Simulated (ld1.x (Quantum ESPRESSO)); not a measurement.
**Logarithmic derivatives: vanadium (V), PAW**

vanadium (V), PAW, made with ld1.x (Quantum ESPRESSO) 7.5 (PBE, scalar-relativistic). Core [Ar], reference 3d3 4s0 4p0 (charge +2). Waves: 4s (bound, empty): rcut 2.55, rcutus 2.75 bohr; 4s channel at -0.95 Ry: rcut 2.55, rcutus 2.75 bohr; 4p (bound, empty): rcut 1.65, rcutus 2.10 bohr; 4p channel at -0.2 Ry: rcut 1.65, rcutus 2.10 bohr; 3d (bound): rcut 1.35, rcutus 1.90 bohr; 3d channel at 1.7 Ry: rcut 1.35, rcutus 1.90 bohr. Local part: all-electron potential smoothed inside 1.65 bohr (lloc = -1). Core correction: Bessel-smoothed model core inside 1.05 bohr. Augmentation charge: BESSEL, radius 1.00 bohr.

The phase is arctan(r·u′/u) with u = r·R(r), unwrapped; energies in Ry, scanned from -4 to 5 Ry. A pole is an energy at which the radial function vanishes at the test radius. The pseudo phase is shifted by a multiple of π to meet the all-electron one at the reference energy, and phase errors are pseudo minus all-electron; the curves can meet again beyond the range given. Levels narrower than the energy grid can be missing from the lists of poles.

Question: For each channel, where are the poles, and over which energies does the pseudopotential scatter like the atom?

Answer:

```csv
channel,radius (bohr),reference energy (Ry),"poles, all-electron","poles, pseudo",unbroken range about the reference energy with phases within 0.05 rad,phase error 1 Ry above the reference energy (rad)
s,2.99,-1.31,-0.07,"-2.55, -0.07",-2.5 to 2.3,-0.000
p,2.99,-0.95,0.72,0.72,below 3.1,+0.000
d,2.99,-1.57,"-1.47, 2.08","-1.47, 2.08",below 3.9,+0.007
```

Note: ghost states, extra bound levels that the all-electron valence spectrum of the same l lacks: p at -55.3 eV, s at -34.7 eV. A true bound ghost makes a file unfit for plane-wave use.

Phases in the p channel:

```csv
E (Ry),all-electron,pseudo
-4.00,1.372,1.409
-3.76,1.359,1.365
-3.52,1.345,1.348
-3.28,1.330,1.332
-3.04,1.313,1.314
-2.80,1.291,1.292
-2.56,1.265,1.265
-2.32,1.230,1.230
-2.08,1.182,1.183
-1.84,1.113,1.113
-1.60,1.002,1.002
-1.36,0.802,0.802
-1.12,0.391,0.391
-0.88,-0.328,-0.328
-0.64,-0.911,-0.911
-0.40,-1.198,-1.198
-0.16,-1.347,-1.347
0.08,-1.438,-1.438
0.32,-1.499,-1.499
0.56,-1.545,-1.545
0.80,-1.582,-1.582
1.04,-1.615,-1.614
1.28,-1.645,-1.644
1.52,-1.675,-1.674
1.76,-1.707,-1.705
2.00,-1.743,-1.741
2.24,-1.786,-1.783
2.48,-1.844,-1.837
2.72,-1.926,-1.914
2.96,-2.060,-2.035
3.20,-2.312,-2.252
3.44,-2.840,-2.692
3.68,-3.596,-3.414
3.92,-4.067,-3.960
4.16,-4.290,-4.229
4.40,-4.411,-4.370
4.64,-4.486,-4.455
4.88,-4.536,-4.512
```
